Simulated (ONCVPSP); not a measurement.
**u(r) = r·R(r): atom against pseudo-atom (Rh (Z = 45))**

Columns: radius, all-electron u(r) and pseudo u(r) of the 4s shell (level -90.11 eV) of rhodium in the configuration [Ar] 3d10 4s2 4p6 4d8; PBEsol, scalar-relativistic, ONCV scheme, ONCVPSP 4.0.1.

| r (bohr) | all-electron | pseudo |
| --- | --- | --- |
| 0.108 | 0.3981 | 0.0135 |
| 0.215 | -0.3938 | 0.0784 |
| 0.322 | -0.6248 | 0.2224 |
| 0.430 | -0.1946 | 0.4400 |
| 0.538 | 0.3845 | 0.6921 |
| 0.645 | 0.8315 | 0.9236 |
| 0.752 | 1.0870 | 1.0897 |
| 0.860 | 1.1767 | 1.1637 |
| 0.968 | 1.1488 | 1.1429 |
| 1.075 | 1.0538 | 1.0528 |
| 1.182 | 0.9273 | 0.9272 |
| 1.290 | 0.7916 | 0.7914 |
| 1.398 | 0.6615 | 0.6614 |
| 1.505 | 0.5452 | 0.5450 |
| 1.612 | 0.4440 | 0.4439 |
| 1.720 | 0.3576 | 0.3575 |
| 1.828 | 0.2859 | 0.2858 |
| 1.935 | 0.2277 | 0.2277 |
| 2.042 | 0.1805 | 0.1805 |
| 2.150 | 0.1422 | 0.1422 |
| 2.258 | 0.1116 | 0.1116 |
| 2.365 | 0.0876 | 0.0876 |
| 2.472 | 0.0686 | 0.0685 |
| 2.580 | 0.0534 | 0.0534 |
| 2.688 | 0.0415 | 0.0415 |
| 2.795 | 0.0323 | 0.0323 |

Problem. How many radial nodes do the two functions have?

Solution. The all-electron 4s function has n − l − 1 = 3 (the table is too coarse to show those close to the nucleus); the pseudo-wave has 0, since the states of the same l below it are removed with the core.

Problem. At about which radius was the pseudo-wave matched?

Solution. 1.20 bohr, where the columns begin to agree (steps of 0.11 bohr).

Problem. Is the pseudo-wave norm-conserving?

Solution. Yes: the ONCV scheme keeps the norm inside the radius equal to the all-electron one, which fixes the energy derivative of the logarithmic derivative at the level.
